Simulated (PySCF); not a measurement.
Computed IR spectrum (relative IR intensity) of a molecule C₅H₁₀O. Coordinates come from a PBE-D3(BJ)/def2-SVP optimisation. One conformer was computed; it need not be the lowest. Calculation: PBE-D3(BJ)/def2-SVP (PySCF 2.14.0). Frequencies are harmonic and unscaled.

ν (cm⁻¹): 86 (vw), 183 (w), 242 (m), 278 (vs), 356 (vw), 407 (w), 501 (w), 660 (w), 740 (w), 835 (w), 894 (m), 907 (vw), 930 (m), 997 (w), 1010 (m), 1076 (s), 1114 (w), 1163 (w), 1201 (w), 1231 (m), 1253 (vw), 1266 (w), 1300 (vw), 1325 (w), 1393 (w), 1402 (vw), 1411 (m), 1456 (w), 1674 (w), 2889 (s), 2920 (s), 2972 (m), 2976 (m), 3024 (m), 3034 (m), 3060 (m), 3072 (w), 3161 (w), 3727 (m) (against the strongest line: vs over 80 %, s over 45 %, m over 15 %, w over 4 %, vw less)

Task: Pick the molecule that these values belong to.
(A) CCOC1CC1
(B) C=CCCCO
(C) CC1(C)C[C@H]1O
(D) C/C=C/COC

Result: B, C=CCCCO
